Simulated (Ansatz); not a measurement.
Na₇⁻, relaxed as a singlet with RKS PBE0/def2-SVPD in Ansatz, starting from the GFN1-xTB geometry. Force threshold 0.02 eV/Å.

The restricted singlet is unstable towards broken spin symmetry in Hartree–Fock (as tested in another run); at PBE0/def2-SVPD this wasn't settled. The structure comes from a short search, and lower isomers may exist.

Start:

Cartesian coordinates in Å:
```
Na -0.985 0.136 1.645
Na -0.275 0.310 0.232
Na 0.620 0.415 -1.422
Na -1.106 -0.104 -1.580
Na 0.869 -0.453 2.190
Na 1.314 -0.465 -0.735
Na -0.438 0.162 -0.331
```

Task: Estimate the energy that the relaxation releases and the steps that it takes.

Result: 289.52 eV, in 30 steps; 91 s on 4 threads of Arm Neoverse V2 on a shared host. The force fell under the threshold at step 27, but the optimiser went on and released 0.003 eV more. No frequencies were taken in this run, so the end may be a saddle point.

Task: Does the start keep its bonding?

Result: Bonds lost: Na1–Na3, Na1–Na6, Na2–Na4, Na2–Na7, Na3–Na5, Na4–Na6 (atoms count from 1). Metal–metal contacts that move far: Na3–Na7 1.54 to 3.84 Å, Na1–Na7 2.05 to 4.06 Å, Na2–Na5 2.39 to 3.83 Å.

Task: Predict the relaxed structure.

Result: 
```xyz
7

Na   -2.159    0.383    1.779
Na    0.631    2.212    0.833
Na    0.785    1.044   -2.461
Na   -2.482    0.385   -1.647
Na    0.758   -1.246    2.468
Na    2.808   -0.569   -0.218
Na   -0.340   -2.210   -0.754
```
Bond lengths (bridged metal pairs left out): 13 × Na–Na 3.41 to 3.84 Å.
